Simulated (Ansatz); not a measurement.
Saddle point of BH2BrF2, singlet (BBrF₂ ([F][B]([F])[Br]) + H₂ → BHF₂ ([F][BH][F]) + HBr; bonds formed: B1–H6, Br2–H5; bonds broken: B1–Br2, H5–H6), PBE0-D4/def2-TZVP structure:

```xyz
6
angstrom
B -0.1081 -0.4234 0.1592
Br -0.7611 1.5261 -0.8517
F -0.1992 -1.3961 -0.7295
F -0.6987 -0.4909 1.3386
H 0.6321 0.7847 -0.1908
H 1.1351 -0.0003 0.2743
```

Energies are electronic, without zero-point energy. Barriers and step energies count from the start structure reached by relaxing down the imaginary mode; all methods use the PBE0-D4 structures, on which another method's saddle can fall below an end. Program: Ansatz 0.2.0. Basis: def2-TZVPP, with def2-QZVPP for the basis limit. Cores are frozen in the correlated methods. Filled d shells of the heavier atoms are correlated. The def2 sets are not built for correlating such inner shells, so the correlated values are less sure here. B3LYP uses VWN-RPA correlation. Extrapolation: Hartree–Fock as exp(−7.88 √X), correlation as X^−2.97.

```
      method  barrier (eV)  step energy (eV)
       SPW92         0.923             0.428
      PBE-D4         1.281             0.436
     BLYP-D4         1.496             0.384
   r2SCAN-D4         1.407             0.460
      B97M-V         1.558             0.422
     PBE0-D4         1.421             0.403
    B3LYP-D4         1.582             0.357
  r2SCAN0-D4         1.503             0.425
    BHLYP-D4             ?             0.316
CAM-B3LYP-D4         1.632             0.321
     wB97X-V             ?             0.370
     wB97M-V         1.646             0.386
      B2PLYP         1.663             0.360
    PBE-QIDH         1.590             0.402
  RPA on PBE         1.733             0.342
          HF             ?             0.224
         MP2         1.711             0.435
        CCSD         1.801             0.325
     CCSD(T)         1.721             0.364
```

**Question.** Fill in the withheld barriers. (To be estimated.)

**Answer.** Computed: wB97X-V 1.670; BHLYP-D4 1.754; HF 2.238 eV. Each is the energy of the saddle less that of the start structure, by the same method.

For comparison, the barrier by CCSD(T) at an estimated basis limit (MP2 extrapolated from triple and quadruple zeta, plus CCSD(T) − MP2 in triple zeta) is 1.703 eV.

T1 diagnostic: at most 0.011. The end structure is not quite a true minimum (one mode of 54i cm⁻¹).

Labels in which every atom is bracketed show which atoms are joined, not bond orders.

For scale, one of the runs: CCSD(T)/def2-TZVPP, 169 basis functions (an equivalent command: `ansatz run in.yaml --threads 4`). The run took 46 s on 4 CPU threads (shared host), with 1.6 GiB of host memory at its peak.
